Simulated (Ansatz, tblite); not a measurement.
Removing and adding an electron: Si₈NH₁₇, a cluster cut from the lattice of silicon (1 of the caps NH2). Total charge 0; singlet. Geometry: PBE-D4/def2-SVP. Ansatz, gas phase; energy differences of separate SCF runs; the oxidised species was run as a doublet alone; the reduced species was run as a doublet alone.

Cartesian coordinates in Å:
```
Si 2.557 0.856 -0.138
Si -1.691 0.924 -1.057
Si -0.124 0.100 2.647
Si 0.456 -2.430 -0.834
Si 2.001 0.978 2.146
Si -1.844 1.000 1.310
Si 2.533 -1.334 -1.000
Si -1.295 -1.250 -1.874
N -3.167 1.475 -1.849
H 3.943 1.422 -0.332
H 1.599 1.711 -0.927
H -4.007 0.908 -1.696
H -3.410 2.465 -1.735
H -0.590 1.854 -1.494
H -0.430 0.404 4.094
H -0.087 -1.398 2.497
H 0.119 -2.670 0.614
H 0.585 -3.778 -1.503
H 2.035 2.427 2.566
H 3.052 0.243 2.942
H -2.017 2.447 1.714
H -3.127 0.294 1.690
H 2.918 -1.279 -2.459
H 3.579 -2.148 -0.278
H -1.018 -1.180 -3.356
H -2.570 -2.039 -1.687
```

The xTB rows come from tblite. HOMO above LUMO, or a gap near zero within one spin, warns that the state may not be the lowest or that an electron is smeared out.

```json
{"level": "PBE-D4/def2-TZVP", "−HOMO (eV)": "5.82", "vertical IE (eV)": "8.11", "−LUMO (eV)": "1.87", "vertical EA (eV)": "0.23", "HOMO–LUMO gap (eV)": "3.95", "IE − EA (eV)": "7.88", "remarks": "HOMO above zero (-1 doublet), gap within one spin near zero (+1 doublet)"}
{"level": "PBE0-D4/def2-TZVP", "−HOMO (eV)": "6.97", "vertical IE (eV)": "8.46", "−LUMO (eV)": "1.13", "vertical EA (eV)": "0.05", "HOMO–LUMO gap (eV)": "5.83", "IE − EA (eV)": "8.41", "remarks": "HOMO above zero (-1 doublet)"}
```

Task: Estimate the rows for GFN1-xTB, GFN2-xTB.

Result: 
```json
{"level": "GFN1-xTB", "−HOMO (eV)": "10.78", "vertical IE (eV)": "12.34", "−LUMO (eV)": "7.95", "vertical EA (eV)": "6.14", "HOMO–LUMO gap (eV)": "2.83", "IE − EA (eV)": "6.21"}
{"level": "GFN2-xTB", "−HOMO (eV)": "9.00", "vertical IE (eV)": "10.79", "−LUMO (eV)": "5.78", "vertical EA (eV)": "3.88", "HOMO–LUMO gap (eV)": "3.22", "IE − EA (eV)": "6.91"}
```

   A HOMO above zero means that the electron is unbound at that level or that self-interaction error raises the level; the energy of removing that electron tells which. Raw xTB energy differences between charge states are shifted by several eV; the methods need an empirical correction for them. Sets without diffuse functions give affinities that are too small.
